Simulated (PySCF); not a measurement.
ECD: SMILES C[C@@H]1C(=O)O[C@@H]1F, C4H5FO2

Cartesian coordinates in Å; atom numbers follow the order of the lines, from 1:
```xyz
12

C     1.271    0.578    0.316
C     0.224   -0.276   -0.379
C    -0.937    0.470   -1.027
O    -1.087    1.238   -1.912
O    -1.877   -0.096   -0.204
C    -0.906   -0.851    0.499
F    -0.854   -0.490    1.802
H     0.800    1.288    0.991
H     1.843    1.126   -0.428
H     1.945   -0.053    0.891
H     0.686   -1.009   -1.041
H    -1.109   -1.927    0.466
```

The calculation used TDDFT CAM-B3LYP/aug-cc-pVDZ circular dichroism and optical rotation, one conformer, gas phase (PySCF). Geometry: GFN2-xTB.

Problem. What are the CIP labels of the stereocentres?

Solution. C2 R, C6 R.

Problem. Which excitations and rotatory strengths does the calculation give?

Solution. Rotatory strengths R in 10⁻⁴⁰ esu² cm², velocity form and length form (origin at the centre of mass); f in length form.
| state | E (eV) | λ (nm) | f | R (velocity) | R (length) | main |
| --- | --- | --- | --- | --- | --- | --- |
| 1 | 5.89 | 211 | 0.0008 | +1.7 | +1.6 | HOMO→LUMO+4 0.49, HOMO→LUMO+3 0.21 |
| 2 | 7.60 | 163 | 0.017 | -14.0 | -13.9 | HOMO→LUMO 0.68, HOMO→LUMO+3 0.17 |
| 3 | 8.15 | 152 | 0.024 | +30.0 | +30.8 | HOMO−1→LUMO 0.28, HOMO−1→LUMO+4 0.25 |
| 4 | 8.24 | 150 | 0.001 | -7.0 | -6.8 | HOMO→LUMO+1 0.68, HOMO→LUMO+3 0.11 |
| 5 | 8.38 | 148 | 0.035 | -8.6 | -8.9 | HOMO→LUMO+3 0.24, HOMO→LUMO+6 0.13 |
| 6 | 8.50 | 146 | 0.028 | +4.7 | +4.7 | HOMO→LUMO+2 0.38, HOMO−2→LUMO+4 0.13 |
| 7 | 8.64 | 143 | 0.012 | -0.4 | -0.5 | HOMO−1→LUMO 0.25, HOMO→LUMO+2 0.24 |
| 8 | 8.75 | 142 | 0.071 | -27.2 | -27.7 | HOMO−1→LUMO 0.17, HOMO−1→LUMO+3 0.15 |

Among the states computed, the strongest CD band (largest |R|) is state 3. The largest dissymmetry factor in size, g = 4R/(D+G), with D and G the electric and magnetic dipole strengths, is -0.061 for state 4 (velocity form, f = 0.001), among bands with |R| over 0.5. The mirror image has the same energies and oscillator strengths and all R with the opposite sign.
